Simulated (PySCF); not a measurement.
A calculated (r2SCANh, PySCF 2.14, x2c-QZVPPall with one added diffuse shell each of s, p, d, f, g type, the spin-free X2C one-electron Hamiltonian (Gaussian nucleus)) atom or ion has these occupied shells.

```json
{"shell": "1s α", "electrons": "1", "orbital energy (eV)": "-25381.3", "rms radius, mean of both spins (bohr)": "0.0357"}
{"shell": "1s β", "electrons": "1", "orbital energy (eV)": "-25381.3", "rms radius, mean of both spins (bohr)": "0.0357"}
{"shell": "2s α", "electrons": "1", "orbital energy (eV)": "-3771.4", "rms radius, mean of both spins (bohr)": "0.146"}
{"shell": "2s β", "electrons": "1", "orbital energy (eV)": "-3771.1", "rms radius, mean of both spins (bohr)": "0.146"}
{"shell": "2p α", "electrons": "3", "orbital energy (eV)": "-3382.7", "rms radius, mean of both spins (bohr)": "0.130"}
{"shell": "2p β", "electrons": "3", "orbital energy (eV)": "-3382.5", "rms radius, mean of both spins (bohr)": "0.130"}
{"shell": "3s α", "electrons": "1", "orbital energy (eV)": "-712.53", "rms radius, mean of both spins (bohr)": "0.393"}
{"shell": "3s β", "electrons": "1", "orbital energy (eV)": "-712.42", "rms radius, mean of both spins (bohr)": "0.393"}
{"shell": "3p α", "electrons": "3", "orbital energy (eV)": "-583.40", "rms radius, mean of both spins (bohr)": "0.395"}
{"shell": "3p β", "electrons": "3", "orbital energy (eV)": "-583.26", "rms radius, mean of both spins (bohr)": "0.395"}
{"shell": "3d α", "electrons": "5", "orbital energy (eV)": "-379.61", "rms radius, mean of both spins (bohr)": "0.377"}
{"shell": "3d β", "electrons": "5", "orbital energy (eV)": "-379.35", "rms radius, mean of both spins (bohr)": "0.377"}
{"shell": "4s α", "electrons": "1", "orbital energy (eV)": "-114.44", "rms radius, mean of both spins (bohr)": "0.972"}
{"shell": "4s β", "electrons": "1", "orbital energy (eV)": "-113.17", "rms radius, mean of both spins (bohr)": "0.972"}
{"shell": "4p α", "electrons": "3", "orbital energy (eV)": "-76.639", "rms radius, mean of both spins (bohr)": "1.07"}
{"shell": "4p β", "electrons": "3", "orbital energy (eV)": "-75.308", "rms radius, mean of both spins (bohr)": "1.07"}
{"shell": "4d α", "electrons": "5", "orbital energy (eV)": "-22.323", "rms radius, mean of both spins (bohr)": "1.44"}
{"shell": "4d β", "electrons": "4", "orbital energy (eV)": "-21.426", "rms radius, mean of both spins (bohr)": "1.44"}
{"shell": "5p α", "electrons": "1", "orbital energy (eV)": "-9.106", "rms radius, mean of both spins (bohr)": "3.72"}
```

(1) Name the element and its charge.

## Answers

(1) Ag⁺ (silver, charge +1), in [Kr] 4d9 5p1, one real determinant (an excited configuration).
